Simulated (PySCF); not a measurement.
Electronic absorption of C4H10GeO3

Species: C4H10GeO3.
InChI=1S/C4H10GeO3/c5-8-4-1-2-6-3-7-4/h4H,1-3H2,5H3/t4-/m1/s1

Computed, not measured: PySCF 2.14.0, density-fitted response routines, TDDFT B3LYP/def2-SVPD, vertical, gas phase, core orbitals frozen in the response. One conformer (not necessarily the lowest) at the PBE0-D3(BJ)/def2-SVP geometry, without solvent, vibrations or thermal averaging. Relativistic effects, spin–orbit coupling among them, are left out although an element past zinc is present.

List the vertical singlet excitations with oscillator strengths and describe the spectrum.

| state | E (eV) | λ (nm) | f | main configurations (H = HOMO, L = LUMO) |
| --- | --- | --- | --- | --- |
| S1 | 6.43 | 192.9 | 0.017 | H→L (90%) |
| S2 | 6.72 | 184.5 | 0.0075 | H→L+1 (75%), H-1→L (20%) |
| S3 | 6.76 | 183.3 | 0.0025 | H-1→L (65%), H→L+1 (21%) |
| S4 | 7.06 | 175.5 | 0.0043 | H-1→L+1 (80%), H-2→L (15%) |
| S5 | 7.13 | 173.9 | 0.0090 | H-2→L (68%), H-1→L+1 (15%), H-1→L (9%) |
| S6 | 7.31 | 169.6 | 0.0088 | H→L+2 (92%) |

The lowest singlet comes at 193 nm (620 kJ/mol) in the vacuum ultraviolet; it is weak; its leading configuration is HOMO→LUMO (90%). The lowest level is also the most intense of those listed (f = 0.017). Löwdin shares by element: HOMO oxygen 61%, carbon 8% or more (atoms not listed hold the other 31%); LUMO germanium 39%, hydrogen 22% or more, oxygen 13% or more (atoms not listed hold the other 27%). Of the 6 states listed, 1 reaches f = 0.01 and none stays under 0.0005. Weighted by f, the mean energy of these states is 6.83 eV. Orbital energies (eV): HOMO-3 -8.49, HOMO-2 -8.31, HOMO-1 -7.86, HOMO -7.42, LUMO -0.20, LUMO+1 -0.02, LUMO+2 0.74. The window holds the lowest 6 singlets.
